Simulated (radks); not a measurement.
Values are calculated unless marked as measured or tabulated.
Nb3+, configuration [Kr] 4d2.

Level of theory: Dirac Kohn-Sham, exchange-only LDA, spin-unpolarised, spherical densities, finite nucleus; open shells fill j = l - 1/2 first; Fermi nuclear charge, rms radius 4.324 fm (a radial shooting solver on a logarithmic mesh with Libxc functionals).

Energy parts (hartree):
total: -3810.66962
kinetic: 3946.18647
electron-nucleus: -9170.34184
Hartree: 1523.64522
exchange: -110.15947

Orbitals (lengths in bohr, moments of r in powers of bohr; r(max) is where P^2 peaks):
| orbital | occ. | eigenvalue (hartree) | <1/r> | r(max) | <r^4> |
|---|---|---|---|---|---|
| 1s1/2 | 2 | -690.9218 | 42.35 | 0.02352 | 8.018e-06 |
| 2s1/2 | 2 | -97.57477 | 9.613 | 0.1335 | 0.001498 |
| 2p1/2 | 2 | -89.69789 | 9.595 | 0.1039 | 0.0009977 |
| 2p3/2 | 4 | -86.18483 | 9.159 | 0.1076 | 0.001111 |
| 3s1/2 | 2 | -17.15638 | 3.270 | 0.3962 | 0.07950 |
| 3p1/2 | 2 | -14.18959 | 3.170 | 0.3834 | 0.08315 |
| 3p3/2 | 4 | -13.61982 | 3.064 | 0.3927 | 0.09110 |
| 3d3/2 | 4 | -8.36022 | 2.871 | 0.3322 | 0.09886 |
| 3d5/2 | 6 | -8.25404 | 2.843 | 0.3350 | 0.1019 |
| 4s1/2 | 2 | -3.20607 | 1.192 | 1.027 | 3.351 |
| 4p1/2 | 2 | -2.37196 | 1.075 | 1.098 | 5.095 |
| 4p3/2 | 4 | -2.29033 | 1.045 | 1.123 | 5.574 |
| 4d3/2 | 2 | -1.08118 | 0.7623 | 1.402 | 21.30 |
| 4d5/2 | 0 | -1.07270 | 0.7562 | 1.412 | 21.88 |

The highest occupied level is 4d3/2 at -29.421 eV. For comparison, the ionisation energy in NIST's Atomic Spectra Database is 37.61 eV (measured). In exact Kohn-Sham theory the highest level is minus the ionisation energy, but local and semilocal functionals leave it too shallow, through self-interaction and a potential that decays too fast; potentials with the right tail come closer. The density falls to 0.001 e/bohr^3 at r = 3.32 bohr. Summed over all electrons, <r^2> = 25.43 bohr^2, which gives a Langevin (diamagnetic) susceptibility term of -20.1 x 10^-6 cm^3/mol. The electron density at the nucleus is 8.212e+04 e/bohr^3.

Beside tabulated values, note that spin-unpolarised runs miss the spin-polarisation part of the exchange energy of open shells.
